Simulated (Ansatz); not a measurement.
Spectroscopic constants of CaH, multiplicity 2 (the spin of the measured ground state). No spin–orbit coupling. Ca is treated without relativity.

The constants come from a fifth-degree fit in 1/R (seven points, main isotopes). Runs in def2 and cc sets follow the lowest solution found near the PBE0 minimum.

Correlated levels freeze the inner cores; with def2 sets outer-core shells near the valence are correlated too.

The values were computed with Ansatz (Gaussian basis) for Hartree–Fock, density functionals and correlated methods. Values without a source in brackets are computed.

Quantity: ω_e, from seven points a level.

Costs are ratios of core time to PBE/def2-TZVPP (roughly 2.8 s), for whole runs (searches for the state included, and forces where a run took them) on one shared machine, so rough; each error counts from the measured 1298.3 cm⁻¹ [Huber and Herzberg (1979), NIST Chemistry WebBook].

| level | basis functions | cost | error (cm⁻¹) |
|---|---|---|---|
| SVWN5/def2-TZVPP | 50 | ×0.7 | 3 |
| B3LYP/def2-TZVPP | 50 | ×0.9 | -1 |
| PBE/def2-TZVPP | 50 | ×1 | -13 |
| CAM-B3LYP/def2-TZVPP | 50 | ×1 | 16 |
| PBE0/def2-TZVPP | 50 | ×1 | 8 |
| B2PLYP/def2-TZVPP | 50 | ×1 | 7 |
| BHLYP/def2-TZVPP | 50 | ×1 | 17 |
| CCSD(T)/def2-TZVPP | 50 | ×2 | 2 |
| B97M-V/def2-TZVPP | 50 | ×3 | -34 |
| wB97X-V/def2-TZVPP | 50 | ×3 | 23 |
| wB97M-V/def2-TZVPP | 50 | ×3 | 6 |
| CCSD(T)/def2-QZVPP | 100 | ×9 | 1 |

What the step from CCSD(T)/def2-TZVPP to CCSD(T)/def2-QZVPP costs and buys: 50 to 100 functions, cost ×4 (rough); the error goes from 2 to 1 cm⁻¹.

Ansatz is a first-principles code.
